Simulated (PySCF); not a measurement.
stibine (H₃Sb), SMILES [SbH3].

The structure is a stationary point at B3LYP-D3(BJ)/def2-TZVPD. The def2 effective core potentials stand for the cores of Sb; spin–orbit coupling is left out.

All values below come from IEF-PCM-PBE0/def2-TZVPD in PySCF 2.14.0.

The values are the electrostatic part of the solvation free energy, E(continuum) − E(gas) at the gas-phase geometry, in a cavity of scaled van der Waals radii (PySCF's table); cavitation and dispersion terms are not included. A continuum can't describe solvent molecules that bind to the metal. In vacuum the orbital gap is 7.29 eV. The dipole moment in vacuum is 0.33 D.

Computed values in water (ε = 78.36), tetrahydrofuran (ε = 7.43), ethanol (ε = 24.85):
```tsv
solvent	ε	ΔG(elec) (kcal/mol)	dipole (D)	gap (eV)
water	78.36	-0.5	0.43	7.35
tetrahydrofuran	7.43	-0.4	0.41	7.34
ethanol	24.85	-0.4	0.43	7.35
```
